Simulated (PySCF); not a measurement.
Species: C4H6F2NO (doublet state).
Cartesian coordinates in Å at the GFN2-xTB level; atoms count from 1:
```xyz
14
C4H6F2NO angstrom
C     -2.1484    0.2068   -0.2063
C     -0.6785    0.0745    0.1196
N     -0.2432   -0.1550    1.3241
C      0.2093    0.2278   -0.9508
O      1.5601    0.1651   -0.9634
C      2.2646   -0.2363    0.1403
F      3.4848    0.3181    0.0524
F      2.4582   -1.5748    0.0978
H     -2.6793   -0.6808    0.1345
H     -2.5611    1.0654    0.3220
H     -2.3190    0.3334   -1.2706
H     -0.9840   -0.2209    2.0163
H     -0.1541    0.4606   -1.9395
H      1.7898    0.0155    1.1015
```

The hyperfine couplings belong to this conformer and change with its torsions.

The species is `[H]/N=C(\C)[CH]OC(F)F` [radical].

Level of theory: UKS B3LYP, pcH-1 on C F H N O, non-relativistic, mean-field spin-orbit, GIAO in PySCF 2.14.0. The structure is a single GFN2-xTB conformer in the gas phase; no vibrational or solvent corrections. GFN2-xTB frequencies show an imaginary mode (41i cm⁻¹), so this geometry is no minimum at that level. The geometry wasn't refined by DFT: couplings that depend on bond lengths, twists or pyramidal angles can differ widely from those at the functional's own minimum. The SCF solution wasn't tested for stability.

Q: The isotropic 1H couplings, averaged over equivalent nuclei, are -45.3, -30.6, -3.8, +3.3 MHz. Assign them to H9/H10/H11; H12; H13; H14.

A: 
| site | a_iso (MHz) | ρ(0) (bohr⁻³) | position | distance from C4 (Å) | bound to | spin population there | largest \|T\| (MHz) |
| --- | --- | --- | --- | --- | --- | --- | --- |
| H9/H10/H11 | -3.8 | -0.0009 | 3 bonds from N3 | 2.98 | C1 | +0.01 | 3.9 |
| H12 | -30.6 | -0.0068 | 1 bond from N3 | 3.23 | N3 | +0.46 | 30.4 |
| H13 | -45.3 | -0.0101 | 1 bond from C4 | 1.08 | C4 | +0.63 | 27.1 |
| H14 | +3.3 | +0.0007 | 3 bonds from C4 | 2.60 | C6 | 0.00 | 4.9 |

ρ(0) is the spin density at the nucleus and T the dipolar tensor; entries for several nuclei are means. The largest Mulliken spin populations are on C4 (+0.63), N3 (+0.46), C2 (-0.15) and O5 (+0.09). The positive populations add up to 1.20 and the negative ones to -0.20, together 2S = 1. The angles at C4 add up to 360.0°, so it is planar; its axial dipolar tensor and the negative coupling of its proton fit spin in a p orbital normal to that plane. Main spin sites, with 60 % or more of the largest population: N3, C4; positions count bonds from the nearest.

β density exceeds α density at some nuclei, such as C2 (-0.0365), H13 (-0.0101) and H12 (-0.0068), spin density in bohr⁻³. In a single determinant that takes different orbitals for the two spins, that is spin polarisation.

Class means assume fast exchange of nuclei equivalent by connectivity; if that motion is slow, each nucleus keeps its own coupling. The 19F value of +21.2 MHz is a mean of couplings from 1.2 to 41.2 MHz in this one geometry, not an average over conformers.

Time: 54 s of wall time (with the writing of density and orbital grids); peak memory 0.96 GiB. Hardware: one thread, Arm Neoverse V2 (aarch64), shared host.
